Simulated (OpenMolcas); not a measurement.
**Lines of F2+: computed and rescaled rates**

```json
{"Program": "OpenMolcas 26.06", "Method": "SS-RASPT2, IPEA 0.25 Eh, imaginary shift 0.1 Eh (closed shells correlated: 1s)", "Basis": "ANO-RCC-VQZP [5s4p3d2f1g]", "Scalar Hamiltonian": "DKH2, point nucleus", "Active space": "5 electrons in 9 orbitals (RAS2 2s 2p; RAS3 3d, at most 2 electrons)", "State averaging": "2S+1 = 4 odd, 1 root; 2S+1 = 2 odd, 8 roots; 2S+1 = 4 even, 3 roots; 2S+1 = 2 even, 9 roots", "Spin-orbit coupling": "RASSI with atomic mean-field integrals over the reference wave functions, term energies averaged over their components"}
```

Rates come from the transition moments of the reference wave functions (E1 and E2 in the length form). At fixed line strength A goes as λ^-3 for E1 and M1 and as λ^-5 for E2, so a rate at the computed wavelength can be rescaled to the measured one. Measured vacuum wavelengths follow from level energies in Moore, Atomic Energy Levels, vol. I, NSRDS-NBS 35 (1971 reprint of NBS Circular 467, 1949). Branching counts decays inside the model space alone, at computed energies, and the table is only a selection of the E1 lines, drawn from those between levels with measured partners whose computed energy lies within a factor of 1.5 of the measured one.

```
        Upper            Lower  Type  λ computed (nm)  λ measured (nm)  A computed (s-1)  A rescaled (s-1)  Branching %
2s 2p⁴ ⁴P_1/2  2s² 2p³ ⁴S°_3/2    E1            65.47            65.61          1.18e+09          1.17e+09        100.0
2s 2p⁴ ⁴P_3/2  2s² 2p³ ⁴S°_3/2    E1            65.55            65.69          1.17e+09          1.16e+09        100.0
2s 2p⁴ ⁴P_5/2  2s² 2p³ ⁴S°_3/2    E1            65.68            65.83          1.17e+09          1.16e+09        100.0
```

The largest correction is for 2s 2p⁴ ⁴P_5/2 → 2s² 2p³ ⁴S°_3/2 (E1): 1.17e+09 × (65.68 / 65.83)^3 = 1.16e+09 s-1, a factor of 0.99.

The computed rate and branching of 2s 2p⁴ ⁴P_1/2 → 2s² 2p³ ⁴S°_3/2 give the upper level a radiative lifetime of 1.000 / 1.18e+09 s-1 = 8.47e-10 s, counting decays inside the model space alone. The rescaled rate gives about 8.5e-10 s.

No measured rate stands beside these. Rescaling mends the energy factor alone: line strengths can still be far off where a level mixes with configurations outside the active space, and weak or spin-changing lines hang on small mixing coefficients that depend on the term gaps too, so rescaling need not improve them.

Active for correlation alone: 3d; no level in the range computed is led by a configuration that fills it, so any true level of that kind is missing. Computed and measured levels are paired by configuration, term and J; levels that our copy of the source lacks, or whose pairing is in doubt (as where it misses far off the trend of its configuration), stay unpaired. Only configurations of the active space appear.

° marks odd parity.
